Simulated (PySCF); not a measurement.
SbF₂, SMILES [F][Sb][F], multiplicity 2. Atoms are numbered in the order given.

```xyz
3

Sb     0.0000     0.0000     0.3375
F      0.0000    -1.4197    -0.9562
F      0.0000     1.4197    -0.9562
```
Charge 0, spin multiplicity 2.

Coordinates come from a B3LYP-D3(BJ)/def2-TZVP optimisation. The spin state was assumed, not searched. The isomer is the one that the SMILES or the coordinates give; other isomers of the formula were not compared. The def2 effective core potentials stand for the cores of Sb; spin–orbit coupling is left out.

Computed with ωB97X/def2-TZVPD (PySCF).

Mulliken values depend strongly on the basis, most of all with diffuse functions as here. ESP charges are fitted to the potential on shells at 1.4 to 2.0 van der Waals radii. Atomic charges (e):

| atom | Mulliken | ESP fit | Mulliken spin |
|---|---|---|---|
| Sb1 | 0.99 | ? | 0.94 |
| F2 | -0.49 | ? | 0.03 |
| F3 | -0.49 | ? | 0.03 |

Question: Fill in the missing entries. (An estimate is asked for; the answer gives what the named calculation found.)

Answer: 
- Sb1, ESP fit: 0.54
- F2, ESP fit: -0.27
- F3, ESP fit: -0.27
